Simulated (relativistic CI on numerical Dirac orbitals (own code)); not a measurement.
**What each ingredient does to the levels of Ir60+**

Base calculation: Dirac-Coulomb-Breit CI, KLI orbitals optimised for each configuration, a model potential for QED, unscaled Slater integrals.

Configurations in the expansion (outside the closed core [Ne]): 3s²3p⁵, 3s²3p⁴3d, 3s3p⁶, 3s3p⁵3d, 3s3p⁴3d², 3p⁶3d, 3s²3p³3d4p, 3s3p⁴3d4s, 3s²3p⁴4s, 3p⁶4s, 3p⁶4p, 3s²3p⁴4p, 3s²3p³3d², 3s²3p²3d³, 3s3p³3d³, 3s²3p²3d²4s, 3s²3p²3d²4p. Double excitations out of closed p, d and f shells are left out; levels of such configurations are missing from the list, as are those of other unlisted configurations, and high levels can miss mixing partners.

Variants: (1) non-relativistic limit; (2) one mean potential for all configurations. Shifts of the energy above 3s²3p⁵ ²P°3/2, in eV, for the lowest level and the first level of each name with at least 55 % of one term (blank where a level changes its place among those of its configuration and J or its character, or is not in the variant):

| Level | Base | Δ(1) | Δ(2) |
| --- | --- | --- | --- |
| 3s²3p⁵ ²P°3/2 | 0.000 | 0.000 | 0.000 |
| 3s²3p⁴3d ²D3/2 | 279.304 |  | -0.140 |
| 3s²3p⁴3d ⁴F9/2 | 347.570 | -112.572 | -0.151 |
| 3s²3p⁴3d ²P1/2 | 355.213 | -118.423 | -0.149 |
| 3s²3p⁵ ²P°1/2 | 421.574 | -421.574 | +0.016 |
| 3s3p⁶ ²S1/2 | 627.152 | -467.511 | +0.083 |
| 3s²3p⁴3d ⁴D1/2 | 657.797 |  | -0.134 |
| 3s²3p⁴3d ²G7/2 | 678.716 | -431.017 | -0.144 |
| 3s²3p⁴3d ²G9/2 | 772.925 | -525.225 | -0.151 |
| 3s3p⁵3d ⁴P°1/2 | 855.651 | -479.082 | +0.067 |

At this charge energies of transitions that change n are usually good to better than 1 %, and those within a shell (Δn = 0) to a few per cent.

Ionisation energy from the two ground configurations alone: base 6440.6 eV. The NIST ASD value (theoretical) is 6441 eV.

LS names give the leading component of a level, which can be under half, so a name can repeat, a term be missing and a line seem to break the LS rules.
